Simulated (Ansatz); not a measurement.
Species: CF₂, charge 0, singlet. CF2 (SMILES F[C]F).
B3LYP-D3(BJ)/def2-TZVP minimum from Ansatz (an electronic-structure program):
```
C
F 1 1.3036
F 1 1.3036 2 104.75
```

Hartree-Fock and CCSD correlation energies in hartree (Ansatz). Open shells are spin-unrestricted; no spin-orbit coupling. Correlated methods leave the cores frozen. No relativity. The restricted determinant of CF2 (F[C]F, singlet) is unstable towards broken spin symmetry in at least one set run.

| basis | X | E(HF) | E(corr, CCSD) |
|---|---|---|---|
| cc-pVTZ | 3 | -236.75425 | -0.64203 |
| cc-pVQZ | 4 | -236.77350 | -0.69313 |
| cc-pV5Z | 5 | -236.77866 | withheld |

Fit E(corr) = E∞ + A/X³ to X = 3 and 4, predict X = 5, and compare with the run.

A = (-0.64203 - (-0.69313))/(1/27 - 1/64) = 2.3865; E∞ = -0.69313 - A/64 = -0.73042; at X = 5, E∞ + A/125 = -0.71133. The run gave -0.71207, 0.74 mEh below the prediction. The same form on X = 4 and 5 gives E∞ = -0.73194, 1.52 mEh below the first estimate.
